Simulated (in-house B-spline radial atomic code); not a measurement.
O²⁺: [He] 2s2 2p1 6d1 (an excited or competing configuration)

Computed with a radial B-spline atomic code at the basis-set limit: Dirac-Hartree-Fock, average of configuration, Fermi nucleus of rms radius 2.6991 fm.

Z_r = [3n² - l(l+1)]/(2<r>); Z_e = n√(-2ε); the last column is Slater's effective charge. Values are occupation-weighted means over j.

| shell | electrons | ε (eV) | <r> (bohr) | Z_r | Z_e | Slater |
| --- | --- | --- | --- | --- | --- | --- |
| 1s | 2 | -633.4 | 0.1976 | 7.59 | 6.82 | 7.70 |
| 2s | 2 | -86.032 | 0.9821 | 6.11 | 5.03 | 5.60 |
| 2p | 1 | -75.487 | 0.9089 | 5.50 | 4.71 | 5.60 |
| 6d | 1 | -3.4816 | 16.56 | 3.08 | 3.04 | 3.00 |

The least bound orbital is 6d5/2 at -3.482 eV, and it is also the most diffuse (<r> = 16.56 bohr).

Spin-orbit splittings of the orbital energies (j = l + 1/2 above j = l - 1/2 when positive): 2p 0.05603 eV, 6d 7.266e-05 eV.

For the 1s electron the small component carries 0.0782 % of the norm, the zero-frequency Breit interaction raises the level by 0.1766 eV, self-energy by 0.06484 eV, and vacuum polarisation lowers it by 0.00317 eV.
